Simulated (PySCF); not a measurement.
C3H9ClOSi, SMILES COC[Si@H](C)Cl.

Geometry optimised at B3LYP-D3(BJ)/def2-SVP. The structure was generated by enumeration; whether it is a known compound was not checked. One conformer was computed; it need not be the lowest.

Two levels are set side by side: TDA-PBE/def2-SVPD (PySCF) and TDA-PBE0/def2-SVPD (PySCF). Vertical, same geometry. The lowest singlet is HOMO→LUMO 98 % with PBE and HOMO→LUMO 92 % with the other functional; states are paired by order. Differences are taken from unrounded values.

```csv
quantity,TDA-PBE0
lowest singlet excitation (eV),7.00
lowest triplet excitation (TDA) (eV),6.73
```

Q: What does TDA-PBE give, and how far is it from TDA-PBE0? (An estimate is asked for; the answer gives what the named calculation found.)

A: 
| quantity | TDA-PBE | TDA-PBE minus TDA-PBE0 |
|---|---|---|
| lowest singlet excitation (eV) | 5.89 | -1.11 |
| lowest triplet excitation (TDA) (eV) | 5.77 | -0.96 |

Functionals without exact exchange tend to place singlet excitations lower, as here. Differences between two approximate levels are no errors against the true value.

Rough cost on one machine, each run with all the roots and properties that it gave: TDA-PBE0 against TDA-PBE about 3 times.
